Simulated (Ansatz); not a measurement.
CH₃FIIn, SMILES `F[CH2][InH][I]`. Total charge 0; spin multiplicity 1. In, I: def2 effective core potential.

```xyz
7

F     0.9456    1.5924   -1.0553
C    -0.1051    0.9827   -0.3902
In    0.4074   -1.0117    0.2882
I    -1.6962   -2.0902    1.5589
H    -0.9644    0.9277   -1.0644
H    -0.3832    1.5988    0.4695
H     1.7960   -1.9997    0.1931
```

(1) List the harmonic frequencies (cm⁻¹, unscaled) at PBE0-D4/def2-TZVP in Ansatz. (Best estimate.)

(2) Is this a minimum?

(3) Give the ideal-gas thermochemistry at 298.15 K and 1 bar (rigid rotor, harmonic oscillator; point group Cs, symmetry number 1).

(4) And at 400, 500, 600, 800 and 1000 K?

(5) Rotational constants (cm⁻¹)?

## Answers

(1) Computed: 47, 54, 187, 232, 351, 439, 544, 678, 1055, 1241, 1254, 1459, 1862, 3053, 3115.

(2) Yes, all 15 modes are real.

(3) Zero-point energy 93.1 kJ/mol; H(298) − E = 113.0 kJ/mol; entropy 371.6 J/(mol·K), of which translation 178.9, rotation 122.5, vibration 70.1; G(298) − E = 2.2 kJ/mol. Modes under 100 cm⁻¹ are hindered rotations or soft bends, so the harmonic entropy is rough.

(4) 
```csv
T (K),H − E (kJ/mol),S (J/mol/K),G − E (kJ/mol)
400,122.6,399.3,-37.1
500,133.0,422.4,-78.2
600,144.1,442.6,-121.5
800,168.1,477.1,-213.6
1000,193.9,505.8,-312.0
```

(5) 0.1971, 0.02247, 0.02025.
